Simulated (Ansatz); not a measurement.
`[SnH3][CH2][SnH3]` + HCl → `[Cl][SnH3]` + `[CH3][SnH3]`  (ligand exchange at the Sn–C bond)

Gas-phase electronic energies from Ansatz, PBE0-D4/def2-TZVP geometries. CCSD(T)/CBS is the MP2 limit (def2-TZVPP, def2-QZVPP) plus CCSD(T) − MP2 in def2-TZVPP, frozen cores. This one scheme is used for every species. DFT in def2-TZVPP. B3LYP here is the variant with VWN-RPA as its local correlation; programs differ in this. def2 core potentials past Kr. For Sn outer-core shells are correlated without core-valence functions, which leaves a few kJ/mol of doubt a bond.

```tsv
level	ΔE (kcal/mol)
BHLYP-D4	-27.5
B3LYP	-28.6
LC-ωPBE	-26.4
MP2/def2-SVP	-24.6
SCS-MP2/def2-TZVPP	-23.8
CCSD(T)/def2-TZVPP	-22.9
HF/CBS(def2)	-31.7
CCSD/CBS(def2)	-25.0
```

Question: What does CCSD(T)/CBS give? (Best estimate.)

Answer: The calculation gave: -24.1 kcal/mol. The listed levels differ from it by -3.4, -4.5, -2.3, -0.5, 0.3, 1.2, -7.6, -0.9 kcal/mol.

Largest T1 diagnostic among the species: 0.013.

From BLYP to BHLYP (50 % exact exchange), in def2-TZVPP and without D4, ΔE moves by −1.0 kcal/mol. Leaving LDA and LC-ωPBE aside and taking each functional with its dispersion term where it has one, the values, not all of them listed here, spread over 2.9 kcal/mol, from B97M-V to PBE-D4. LDA lies +2.6 kcal/mol from PBE without D4. In def2-TZVPP, CCSD(T) changes the Hartree–Fock value by +8.7 kcal/mol (the triples alone add +0.9 kcal/mol) and MP2 by +9.0 kcal/mol.
